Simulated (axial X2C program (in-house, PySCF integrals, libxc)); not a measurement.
**Low determinants of IrCl⁺ at the PBE0 level, two-component**

Calculated with an in-house all-electron X2C program for linear molecules (integrals from PySCF). Two-component (2c) means X2C with spin–orbit coupling and atomic mean-field two-electron Coulomb and Gaunt terms. Basis: Ir dyall-cv3z [13s14p9d6f4g], Cl dyall-av3z [9s8p3d2f] (cores contracted in-house); Gaussian nuclei, density fitting, unrestricted open shells. Masses: Ir 192.963 u, Cl 34.969 u.

Search at 2.142 Å (vertical energies from the lowest determinant):

| ΔE (eV) | state | electrons beyond evenly filled partner blocks | electrons in ±ω = 1/2, 3/2, 5/2, 7/2 |
| --- | --- | --- | --- |
| 0.00 | Ω = 9/2 | ω = 1/2, ω = 3/2, ω = 5/2 | 55 27 9 2 |
| 0.11 | Ω = 7/2 | ω = -1/2, ω = 3/2, ω = 5/2 | 55 27 9 2 |
| 0.30 | Ω = 3/2 | ω = 1/2, ω = -3/2, ω = 5/2 | 55 27 9 2 |
| 0.46 | Ω = 5/2 | ω = 5/2 | 54 28 9 2 |
| 0.47 | Ω = 3/2 | ω = 3/2 | 54 27 10 2 |
| 0.70 | Ω = 5/2 | ω = 5/2 | 56 26 9 2 |
| 0.82 | Ω = 1/2 | ω = 1/2 | 55 26 10 2 |

Lowest determinant, Ω = 9/2 (⟨Sz⟩ = 1.44, ⟨Lz⟩ = 3.06 at PBE0): Re = 2.139 Å, ωe = 461.0 cm⁻¹.

The determinant in row 2 of the search, Ω = 7/2 (⟨Sz⟩ = 1.35, ⟨Lz⟩ = 2.15 at PBE0), was followed along the bond at PBE0; measured from the minimum of the lowest determinant it gives:

Te = 0.098 eV (788 cm⁻¹), Re = 2.105 Å, ωe = 462.4 cm⁻¹.

(1) Compare the bond of the determinant in row 2 with that of the lowest one.

The search compares states at one distance, so a state with another bond length can lie lower; it is not exhaustive and yields mostly the lowest determinant of each block pattern, so other components and higher states of one pattern are missing. These are energies of single determinants, not of spin-adapted states; PBE0 term energies can be off by some tenths of an eV, and the functional has no current term. The lowest determinant need not be the ground state where others lie within half an eV. Where ⟨Sz⟩ is far from a half-integer, Re and ωe of a determinant are not those of a level.

## Answers

(1) At PBE0 its Re is 0.034 Å shorter and its force constant, which goes as ωe², is 1.01 times that of the lowest determinant. This determinant mixes spin states, so it has no term energy of its own.
